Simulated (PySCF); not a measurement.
Constitutional and geometric isomers with formula C2H5B. Isolated molecules, 0 K electronic values unless said otherwise. One relaxed conformer stands for each flexible species; it need not be the lowest. Strings in code marks are SMILES.

These are PBE-D3(BJ)/def2-TZVP // B3LYP-D3(BJ)/def2-TZVP (PySCF 2.14.0) values and carry that method's errors. All candidates: neutral, multiplicity 1. 

```json
{
 "HOMO–LUMO gap": "2.83 eV",
 "LUMO": "-2.37 eV",
 "HOMO": "-5.20 eV"
}
```

Problem. Name which member has these values.
A) `BC=C`
B) `[H]/B=C/C`
C) `B1CC1`

Solution. B, `[H]/B=C/C`. The others give `BC=C`: 4.37 eV, -3.10 eV, -7.47 eV; `B1CC1`: 3.83 eV, -2.31 eV, -6.14 eV
